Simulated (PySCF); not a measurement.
Compound: C3H10FOPSi2.
SMILES with atom numbers: `[CH3:1][O:2][C@@H:3]1[SiH2:4][PH:5][SiH2:6][C@H:7]1[F:8]` (hydrogens: H9, H10, H11 on C1; H12 on C3; H13, H14 on Si4; H15 on P5; H16, H17 on Si6; H18 on C7)

Jobs on this species (18 atoms, 88 electrons) with PySCF (density fitting). Hardware of each: one thread, Arm Neoverse V2, shared host. Other jobs ran on the host; a repeat could differ by tens of per cent or more.

```
                level and settings                                                              work  basis functions  SCF cycles  wall time
   PBE0/pcSseg-1, IEF-PCM methanol   shieldings, ring-centre shieldings, charges and field gradients              207           ?          ?
PBE0-D3(BJ)/def2-SVP, grid level 1                       geometry optimisation from a GFN2-xTB start              174           ?          ?
                    PBE0/def2-SVPD  6 singlets by full TDDFT, polarisability, dynamic polarisability              258          14       60 s
  PBE0/def2-SVPD, IEF-PCM methanol                          6 singlets by full TDDFT, polarisability              258          13       51 s
```

Problem. Fill in the missing figures.

Solution. 
- PBE0/pcSseg-1, IEF-PCM methanol; shieldings, ring-centre shieldings, charges and field gradients: 32 s, 12 SCF cycles
- PBE0-D3(BJ)/def2-SVP, grid level 1; geometry optimisation from a GFN2-xTB start: 72 s, 33 SCF cycles

Problem. What do all jobs in the table cost together?

Solution. About 3.6 min; the longest takes about 33 % of that, and about 2.2 times as long as the shortest.
